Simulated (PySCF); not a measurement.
Computed IR spectrum (relative IR intensity) of a molecule CH6OSi. Geometry optimised at B3LYP-D3(BJ)/def2-TZVP. Other conformers were not sampled. Level of theory: B3LYP-D3(BJ)/def2-TZVP (PySCF 2.14.0). Frequencies are harmonic and unscaled.

| ν (cm⁻¹) | relative intensity |
|---|---|
| 720 | 24 |
| 727 | 11 |
| 773 | 22 |
| 952 | 30 |
| 968 | 50 |
| 991 | 100 |
| 1126 | 74 |
| 1211 | 18 |
| 1501 | 2.4 |
| 1504 | 2.2 |
| 2201 | 66 |
| 2207 | 35 |
| 2261 | 42 |
| 2998 | 23 |
| 3049 | 17 |
| 3101 | 12 |

Task: Identify the compound among the candidates.
(A) OC[SiH3]
(B) CO[SiH3]
(C) C[SiH2]O

Result: B, CO[SiH3]
